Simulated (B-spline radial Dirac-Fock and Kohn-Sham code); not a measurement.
# Dipole and non-dipole photoemission parameters of La 5p3/2

System: neutral lanthanum, 1s2 2s2 2p6 3s2 3p6 3d10 4s2 4p6 4d10 5s2 5p6 5d1 6s2; threshold 24.99 eV (orbital energy of the model). Method: Dirac-Hartree-Slater photoionisation with a Latter tail; cross sections with all multipoles, angular parameters from the dipole term and its interference with E2. Computed with a radial atomic solver.

```tsv
hν (eV)	σ (kb)	β	γ	δ
139	157	0.231	-0.051	0.027
148	148	0.320	-0.038	0.029
160	136	0.430	-0.017	0.030
200	108	0.719	0.062	0.028
213	101	0.794	0.085	0.027
251	84.2	0.971	0.142	0.023
363	54.3	1.280	0.217	0.012
398	48.3	1.340	0.221	0.010
400	48.0	1.343	0.221	0.009
438	?	?	?	?
507	35.0	1.472	0.204	0.004
551	31.1	1.509	0.190	0.003
587	28.4	1.535	0.177	0.002
600	27.6	1.543	0.173	0.002
609	27.0	1.549	0.169	0.002
859	16.0	1.653	0.076	0.000
1100	10.6	1.699	0.012	0.000
1130	10.2	1.703	0.007	0.000
1486.9	6.24	1.730	-0.031	0.001
1680	4.97	1.736	-0.032	0.001
2190	2.96	1.735	0.008	0.003
3720	0.972	1.687	0.270	0.008
3910	0.870	1.680	0.307	0.009
4000	0.826	1.677	0.325	0.009
5414.7	0.409	1.621	0.598	0.016
6000	0.319	1.598	0.704	0.020
8040	0.153	1.522	1.036	0.034
8047.8	0.153	1.521	1.037	0.034
9520	0.0983	1.471	1.244	0.045
12200	0.0501	1.387	1.559	0.068
```

Question: Give the values at 438 eV.

Answer: σ = 42.6 kb, β = 1.397, γ = 0.219, δ = 0.007.
